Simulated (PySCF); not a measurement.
Species: BCl₂FGeH₂.
SMILES with atom numbers: `[F:1][GeH2:2][B:3]([Cl:4])[Cl:5]` (hydrogens: H6, H7 on Ge2)

All values: CAM-B3LYP/def2-SVPD (PySCF, non-relativistic), on one gas-phase PBE0-D3(BJ)/def2-SVP geometry that isn't relaxed in the solvent. The solvent is an IEF-PCM continuum (van der Waals radii × 1.2), and excitations are vertical TDDFT with non-equilibrium linear response and a frozen core. Specific hydrogen bonds and non-electrostatic terms are outside this model. Spin–orbit coupling is left out although an atom past zinc is present.

Gas-phase singlets (H = HOMO, L = LUMO):

```
state  E (eV)  λ (nm)      f  leading configuration
   S1   4.767     260  0.006                H→L 98%
   S2   5.694     218  0.000              H-1→L 97%
   S3   6.646     187  0.073              H-3→L 71%
   S4   6.863     181  0.067              H-2→L 87%
   S5   7.089     175  0.074              H→L+1 67%
```

Q: What are the lowest 5 singlets in acetonitrile (ε = 35.69)?

A: 
```json
{"state": "S1", "E (eV)": "4.829", "λ (nm)": "257", "f": "0.008", "leading configuration": "H→L 98%", "change by rank (eV)": "+0.062"}
{"state": "S2", "E (eV)": "5.795", "λ (nm)": "214", "f": "0.000", "leading configuration": "H-1→L 94%", "change by rank (eV)": "+0.101"}
{"state": "S3", "E (eV)": "6.653", "λ (nm)": "186", "f": "0.094", "leading configuration": "H-3→L 70%", "change by rank (eV)": "+0.007"}
{"state": "S4", "E (eV)": "6.887", "λ (nm)": "180", "f": "0.096", "leading configuration": "H-2→L 81%", "change by rank (eV)": "+0.024"}
{"state": "S5", "E (eV)": "7.048", "λ (nm)": "176", "f": "0.108", "leading configuration": "H→L+1 64%", "change by rank (eV)": "-0.041"}
```

Q: The ground-state energy changes by -0.153 eV from gas to acetonitrile. By how much does the total energy of gas-phase S1 change?

A: E(S1) = E(S0) + excitation energy, so it changes by -0.153 + 0.062 = -0.091 eV: it is lowered less than the ground state, which is what a blue shift means. This is the vertical state, with the slow part of the continuum still set for S0.

Q: How do the frontier levels move from gas to acetonitrile?

A: 
```json
{"orbital": "LUMO+2", "gas (eV)": "0.53", "solvent (eV)": "0.77", "change (eV)": "+0.24", "Löwdin shares, gas": "B3 41 %, Cl4 20 %, Ge2 16 %, Cl5 11 %", "Löwdin shares, solvent": "B3 40 %, Cl4 22 %, Ge2 14 %, Cl5 13 %"}
{"orbital": "LUMO+1", "gas (eV)": "0.41", "solvent (eV)": "0.54", "change (eV)": "+0.13", "Löwdin shares, gas": "Ge2 40 %, F1 11 %, B3 10 %, Cl5 10 %", "Löwdin shares, solvent": "Ge2 40 %, F1 12 %, Cl5 12 %, B3 11 %"}
{"orbital": "LUMO", "gas (eV)": "-1.37", "solvent (eV)": "-1.10", "change (eV)": "+0.27", "Löwdin shares, gas": "B3 46 %, Cl5 18 %, Cl4 17 %, Ge2 13 %", "Löwdin shares, solvent": "B3 47 %, Cl5 18 %, Cl4 17 %, Ge2 13 %"}
{"orbital": "HOMO", "gas (eV)": "-9.95", "solvent (eV)": "-9.77", "change (eV)": "+0.18", "Löwdin shares, gas": "Ge2 23 %, B3 21 %, Cl5 21 %, Cl4 18 %", "Löwdin shares, solvent": "Ge2 23 %, B3 22 %, Cl5 20 %, Cl4 19 %"}
{"orbital": "HOMO-1", "gas (eV)": "-11.03", "solvent (eV)": "-10.87", "change (eV)": "+0.16", "Löwdin shares, gas": "Cl5 47 %, Cl4 45 %, B3 4 %", "Löwdin shares, solvent": "Cl4 45 %, Cl5 44 %, B3 4 %"}
{"orbital": "HOMO-2", "gas (eV)": "-11.16", "solvent (eV)": "-10.96", "change (eV)": "+0.20", "Löwdin shares, gas": "Ge2 30 %, F1 21 %, H6 19 %, H7 19 %", "Löwdin shares, solvent": "Ge2 31 %, H7 19 %, H6 19 %, F1 15 %"}
{"orbital": "HOMO-3", "gas (eV)": "-11.42", "solvent (eV)": "-11.23", "change (eV)": "+0.19", "Löwdin shares, gas": "Cl5 49 %, Cl4 38 %, B3 10 %", "Löwdin shares, solvent": "Cl5 46 %, Cl4 40 %, B3 10 %"}
```

The HOMO–LUMO gap goes from 8.58 to 8.67 eV.

Hardware: one thread, Arm Neoverse N1 (aarch64) (shared host). Cost: 28 s of wall time, 0.79 GiB resident at most. This is the whole response run at CAM-B3LYP/def2-SVPD in acetonitrile, SCF included.

Conformer computed: `[F:1][GeH2:2][B:3]([Cl:4])[Cl:5]`: F1–Ge2–B3–Cl4 -175°.
